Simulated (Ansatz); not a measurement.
Start from `C[SiH2]SCF` and change one atom or group to get `C[SiH2]SSC`.

Ansatz, PBE0-D4/def2-TZVP geometries, multiplicity 1. Each molecule was computed in one conformer, which needn't be the lowest.

| property | `C[SiH2]SCF` |
| --- | --- |
| HOMO–LUMO gap (PBE/def2-TZVPP) / eV | 5.61 |
| HOMO–LUMO gap (PBE0/def2-TZVPP) / eV | 7.75 |
| LUMO energy (PBE0/def2-TZVPP) / eV | 0.38 |
| HOMO energy (PBE0/def2-TZVPP) / eV | -7.37 |
| HOMO energy (B3LYP/def2-TZVPP) / eV | -7.13 |
| LUMO energy (ωB97M-V/def2-TZVPP) / eV | 2.18 |

Give the same properties after the change, and the shifts. (Best estimate.)

Ansatz gave: 
```csv
property,`C[SiH2]SSC`,shift
HOMO–LUMO gap (PBE/def2-TZVPP) / eV,3.81,-1.80
HOMO–LUMO gap (PBE0/def2-TZVPP) / eV,5.97,-1.78
LUMO energy (PBE0/def2-TZVPP) / eV,-0.70,-1.08
HOMO energy (PBE0/def2-TZVPP) / eV,-6.67,0.70
HOMO energy (B3LYP/def2-TZVPP) / eV,-6.44,0.69
LUMO energy (ωB97M-V/def2-TZVPP) / eV,1.34,-0.84
```

With PBE0 the HOMO rises by 0.70 eV and the LUMO falls by 1.08 eV, so the gap narrows by about 1.78 eV. PBE moves the HOMO by 0.66 eV and ωB97M-V by 0.75 eV.

B3LYP here is the variant with VWN-RPA as its local correlation; programs differ in this.
